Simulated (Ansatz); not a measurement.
Program: Ansatz. Geometries: PBE0-D4/def2-TZVP. ΔE: electronic, gas phase. CBS: MP2 limit from def2 TZ/QZ plus the TZ coupled-cluster correction, frozen cores. DFT in def2-TZVPP. B3LYP here is the variant with VWN-RPA as its local correlation; programs differ in this. Elements past krypton have def2 core potentials. For Sb outer-core shells are correlated without core-valence functions, which leaves a few kJ/mol of doubt a bond. One conformer a species, not always the lowest.

Reaction (redistribution): `[OH][SbH][CH2][SiH3]` + `CNBO` → `OBN[SiH3]` + `C[CH2][SbH][OH]`

```tsv
level	ΔE (kJ/mol)
B2PLYP	-67.2
PBE	-56.8
r2SCAN	-63.9
PBE0	-60.2
B3LYP	-65.5
MP2/def2-QZVPP	-70.7
SCS-MP2/def2-QZVPP	-71.4
HF/CBS(def2)	-76.8
```

(1) What does CCSD(T)/CBS give? (An estimate is asked.)

Largest T1 diagnostic among the species: 0.014.

## Answers

(1) Computed: -67.9 kJ/mol. The listed levels differ from it by 0.7, 11.1, 4.0, 7.7, 2.4, -2.8, -3.5, -8.9 kJ/mol.

In def2-TZVPP, CCSD(T) changes the Hartree–Fock value by +9.5 kJ/mol (the triples alone add +1.7 kJ/mol) and MP2 by +6.2 kJ/mol. From PBE to PBE0 (25 % exact exchange), in def2-TZVPP and without D4, ΔE moves by −3.4 kJ/mol.
